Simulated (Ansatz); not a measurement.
Geometry optimisation, Ansatz 0.2.0, RKS PBE0-D4/def2-SVP.

input.yaml

```yaml
crystal:
  periodic: [false, false, false]
  atoms:
    - { symbol: C, position_ang: [-1.6726, 0.6848, 1.6615] }
    - { symbol: S, position_ang: [0.0727, 0.7861, 1.3546] }
    - { symbol: C, position_ang: [-0.0034, -0.0166, -0.298] }
    - { symbol: C, position_ang: [-1.35819, 0.26529, -0.93936] }
    - { symbol: Sn, position_ang: [0.06547, -2.16767, 0.00537] }
    - { symbol: H, position_ang: [-2.2546, 1.3323, 0.8719] }
    - { symbol: H, position_ang: [-1.9111, 1.1761, 2.6466] }
    - { symbol: H, position_ang: [-2.0431, -0.3018, 1.6362] }
    - { symbol: H, position_ang: [0.83442, 0.27319, -0.87366] }
    - { symbol: H, position_ang: [-1.38936, 1.42957, -1.14881] }
    - { symbol: H, position_ang: [-2.19977, 0.04841, -0.33719] }
    - { symbol: H, position_ang: [-1.40121, -0.2096, -1.92416] }
    - { symbol: H, position_ang: [-1.23147, -2.63388, 1.00121] }
    - { symbol: H, position_ang: [-0.00526, -2.93186, -1.52414] }
    - { symbol: H, position_ang: [1.55849, -2.55797, 0.81021] }
basis:
  gaussian: { orbitals: def2-SVP }
hamiltonian:
  xc: pbe0
  dispersion: d4
relax:
  f_tol: 0.015
  max_steps: 40
```

Run as:

```bash
$ ansatz run input.yaml --threads 2 --pin off --max-ram 3072MiB --backend cpu --events-out ev --progress --plain --runs-dir out
```

Question: Where does it end, and by what steps?

Answer: The forces met the threshold. The force dipped under the threshold on the way, but the program's further checks kept it going. After 14 steps the energy has fallen by 0.833 eV; H11 moved furthest, 0.58 Å.

```tsv
step	energy less start (eV)	largest force component (eV/Å)	accepted
0	0.0000	3.820	yes
1	-0.6676	0.991	yes
2	-0.7863	0.420	yes
3	-0.7534	0.469	no
4	-0.8208	0.068	yes
5	-0.8285	0.057	yes
6	-0.8314	0.041	yes
7	-0.8321	0.030	yes
8	-0.8324	0.014	yes
9	-0.8326	0.018	yes
10	-0.8325	0.046	no
11	-0.8327	0.007	yes
12	-0.8327	0.017	yes
13	-0.8328	0.015	yes
14	-0.8328	0.002	yes
```

```xyz
15
Properties=species:S:1:pos:R:3
C -1.742 0.641 1.888
S -0.091 0.937 1.224
C -0.123 -0.011 -0.329
C -1.230 0.393 -1.288
Sn 0.014 -2.148 0.086
H -2.525 1.114 1.278
H -1.757 1.099 2.887
H -1.954 -0.434 1.995
H 0.856 0.237 -0.772
H -1.220 1.483 -1.458
H -2.228 0.125 -0.908
H -1.107 -0.108 -2.261
H -1.125 -2.599 1.286
H -0.302 -3.069 -1.334
H 1.595 -2.486 0.649
```

Run time: 99 s on 2 threads of Arm Neoverse V1, on a shared host, peak memory 0.42 GiB.
